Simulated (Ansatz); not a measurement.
Cd8Te9⁻, relaxed as a doublet with UKS PBE-D4/def2-SVP in Ansatz, starting from the GFN1-xTB geometry. Force threshold 0.03 eV/Å.

In the def2 sets Cd, Te take a core potential; there is no spin–orbit coupling. Single mean-field runs in def2-SVP are fitted with def2-universal-jkfit. Another isomer (doublet) lies 4.55 eV lower at PBE0-D4/def2-SVP; other spin states weren't run for this one.

Start:

```xyz
17

Cd    2.1766    0.4732   -2.8498
Cd   -3.4939    1.4386    1.0434
Cd   -1.9902   -1.0525   -3.4085
Cd   -0.2369   -2.0501    3.9321
Cd    2.1441   -2.9278    2.0294
Cd    0.2223    4.7359   -0.7770
Cd    1.2315   -4.7641   -0.2954
Cd   -1.8951    4.0647    1.6599
Te   -1.5169   -2.4969   -0.2221
Te    2.0221    2.3244    1.6244
Te    1.2790   -2.1713   -2.4471
Te   -2.9051   -1.6213    1.9002
Te    3.2922    0.6949   -0.1482
Te   -0.1137    2.0132   -3.3616
Te    0.7364   -0.8410   -0.1152
Te   -0.7876    1.3492   -0.7825
Te   -0.1648    0.8309    2.2178
```

Problem. Estimate the energy that the relaxation releases and the steps that it takes.

Solution. 265.5 kJ/mol, in 35 steps; 3.4 min on 2 threads of AMD EPYC 7R13 on a shared host and a share (18 GiB) of an NVIDIA H100 80GB HBM3. No frequencies were taken in this run, so the end may be a saddle point.

Problem. Does the start keep its bonding and symmetry?

Solution. Bonds lost: Cd6–Cd8, Te15–Te16, Te15–Te17, Te16–Te17 (atoms count from 1). Bonds formed: Cd2–Cd3, Cd2–Te15, Cd2–Te17, Cd5–Te9 (atoms count from 1).

Problem. Predict the relaxed structure.

Solution. 
```xyz
17

Cd    1.5282    0.3208   -2.9482
Cd   -1.2550    0.9779    0.0130
Cd   -2.2915   -0.6801   -2.6291
Cd   -0.5703   -1.1038    3.3895
Cd    0.2392   -3.6296    2.4658
Cd   -0.1329    4.5987    1.0220
Cd    2.1365   -4.3851    0.2412
Cd   -2.9367    2.4215    2.5646
Te   -1.7501   -3.0036    0.1597
Te    2.9466    2.5234    0.9665
Te    1.4531   -2.5755   -2.4386
Te   -2.9836   -0.9082    1.5501
Te    3.3448    0.3898   -0.7532
Te   -0.3213    1.8422   -4.2355
Te    0.8338   -1.2489   -0.0159
Te   -0.8521    3.1105   -1.7553
Te    0.6113    1.3500    2.4034
```
Bond lengths (bridged metal pairs left out): 12 × Cd–Te 2.72 to 3.30 Å; 7 × Te–Te 2.77 to 3.13 Å; 4 × Cd–Cd 2.81 to 3.38 Å.
